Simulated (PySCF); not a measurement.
**A survey of $^{33}$S NMR shifts**

[PySCF: σ from GIAO-PBE0/pcSseg-1; GFN2-xTB geometry; single conformer; averaged over atoms made equivalent by symmetry, fast rotation or ring inversion; isolated molecule; non-relativistic Hamiltonian]

Shieldings were converted by a linear fit to measured shifts: $^{33}$S (scatter 33.3 ppm rms vs sulfate, solution or neat liquid). A few per cent of atoms miss by over 2 rms, more outside the fitted compound classes.

**Question.** Give the $^{33}$S shifts of `C[Si](C)(O)S`, `C[P@@]1(=S)CC=C(F)C1`, `CO[Si@@H](C)S`.

**Answer.** 
```csv
compound,environment,δ (ppm)
C[Si](C)(O)S,"sulfur bonded to Si, H",-520
C[P@@]1(=S)CC=C(F)C1,sulfur bonded to P,-505
CO[Si@@H](C)S,"sulfur bonded to Si, H",-524
```

**Question.** Order these by $^{33}$S shift, lowest first.
A. C=C[PH](=S)C=C
B. CCC1=C[P@@H]1=S
C. CSc1nn([SiH3])nc1C

**Answer.** B (-559 ppm, sulfur bonded to P), A (-503 ppm, sulfur bonded to P), C (-350 ppm, sulfide sulfur).
